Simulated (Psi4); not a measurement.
A dimer, BCl3 ··· H3Al (SMILES ClB(Cl)Cl and [AlH3]), singlet; the first 4 atoms form monomer A.

```
8

Cl    -0.9369    -1.4724     0.0046
B      0.0001     0.0000    -0.0010
Cl    -0.8070     1.5475     0.0048
Cl     1.7438    -0.0752    -0.0084
Al     0.7044    -3.1085     0.1661
H      1.3438    -2.6852    -1.2154
H     -0.4914    -4.1408     0.2000
H      1.2611    -2.4998     1.5139
```

Q: What interaction energy does SAPT0/jun-cc-pVDZ, frozen core run with Psi4 give, and which attractive term is the largest?

A: Total 8.24 kcal/mol: electrostatics -27.44, exchange 62.57, induction -17.12, dispersion -9.77. The most attractive term is electrostatics.
